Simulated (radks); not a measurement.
Excited configurations of Sr2+: one electron is placed in a higher orbital outside [Ar] 3d10 4s2 4p5. The ground configuration is [Kr]. Method: Dirac Kohn-Sham, LDA (Slater exchange, Perdew-Wang correlation), spin-unpolarised, spherical densities, finite nucleus; open shells are shared between the two j in proportion to 2j + 1; Fermi nuclear charge, rms radius 4.224 fm; computed with a radial shooting solver on a logarithmic mesh with Libxc functionals. Excitation = E - E(ground); binding = E(ion) - E, where the ion is the core of charge +3; n* = 3/sqrt(2 binding) in atomic units, and the quantum defect is n - n*. Eigenvalue and <r> are those of j = l + 1/2.

\begin{tabular}{lrrrr}
outer orbital & excitation (eV) & binding (eV) & quantum defect & <r> (bohr) \\ \hline
4d & 23.679 & 19.747 & 1.510 & 2.319 \\
4f & 35.327 & 8.099 & 0.112 & 5.378 \\
5d & 33.781 & 9.645 & 1.437 & 5.571 \\
6p & 35.125 & 8.302 & 2.159 & 7.310 \\
6d & 37.462 & 5.964 & 1.469 & 9.591 \\
6f & 39.586 & 3.840 & 0.353 & 14.31 \\
7s & 37.359 & 6.068 & 2.508 & 10.37 \\
7d & 39.358 & 4.068 & 1.514 & 14.55 \\
7f & 40.591 & 2.835 & 0.428 & 20.27 \\
\end{tabular}

The Delta-SCF ionisation energy is 43.426 eV (NIST Atomic Spectra Database: 42.884 eV, measured). Self-interaction in the functional shifts the binding energies and quantum defects, so they are the method's values and not measured ones. Spin polarisation and multiplet splitting are left out, so open shells lie too high by an amount that depends on their filling. Sharing an open shell by 2j + 1 raises it above the true ground level by a part of the spin-orbit splitting, which enters the differences from NIST.

Beside tabulated values, note that spin-unpolarised runs miss the spin-polarisation part of the exchange energy of open shells.
